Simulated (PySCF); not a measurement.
ReF₅, SMILES [F][Re]([F])([F])([F])[F] (connectivity only; charge and spin as stated), neutral, multiplicity 3. Coordinates come from a PBE-D3(BJ)/def2-SVP optimisation. The spin state was assumed, not searched. The def2 effective core potentials stand for the cores of Re; spin–orbit coupling is left out.

Level of theory: PySCF with PBE-D3(BJ)/def2-SVP.

Harmonic wavenumbers (cm⁻¹): 141, 141, 147, 147, 197, 208, 208, 642, 657, 718, 729, 729. Rotational constants (GHz): 2.623, 2.143, 2.143; symmetry number 6.

Question: Work out the zero-point energy and the ideal-gas rigid-rotor harmonic-oscillator thermochemistry at 298.15 K and 1 atm.

Answer: ZPE = ½ Σ hcν = ½ × 4665 cm⁻¹ = 27.90 kJ/mol. H − E(el) = 50.56 kJ/mol. Entropy in J/(mol K): translation 179.07, rotation 100.92, vibration 78.88, spin 9.13, total 368.01. G − E(el) = -59.16 kJ/mol. Cp = 105.81 J/(mol K). Modes under 150 cm⁻¹ make the vibrational entropy uncertain.
